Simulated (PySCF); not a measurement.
# Correlation energy of Sr (strontium, neutral)

[Kr] 4d1 5s1, high-spin 3D determinant (an excited configuration). Computed with PySCF 2.14 in dyall-av2z, with no relativity, point nucleus. Frozen: [Kr]; 2 electrons correlated; the 50 highest virtual orbitals of each spin left out.

Total MP2 correlation energy: -1.14 mhartree.

Same-spin part -1.14 and opposite-spin part 0.00 mhartree; SCS-MP2 scales them by 1/3 and 6/5 to -0.38 mhartree.
